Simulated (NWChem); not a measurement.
MgHSCl; SMILES [Mg]([Cl])[SH]

```xyz
4

Mg     0.0120    -0.0388     0.0000
Cl     0.0140    -2.2395     0.0000
S      0.0570     2.2611     0.0000
H     -1.2929     2.3599     0.0000
```
Atoms are numbered in this order, from 1.

The geometry was optimised at PBE0/def2-SVP.

Symmetry labels are those of Cs in the frame above (b1 and b2, or b-type labels, depend on it).

Problem. List the 4 lowest vertical singlet excitations from PBE0/def2-SVPD, TDA (NWChem).

Solution. 
```
state  energy (eV)  oscillator strength  symmetry  leading excitation (squared amplitude)
-----  -----------  -------------------  --------  --------------------------------------
S1            4.47                0.041        a"                      HOMO → LUMO (0.99)
S2            5.53                0.000        a"                    HOMO → LUMO+1 (0.97)
S3            5.80                0.067        a'                    HOMO−1 → LUMO (0.59)
S4            5.92                0.037        a'                    HOMO−3 → LUMO (0.97)
```
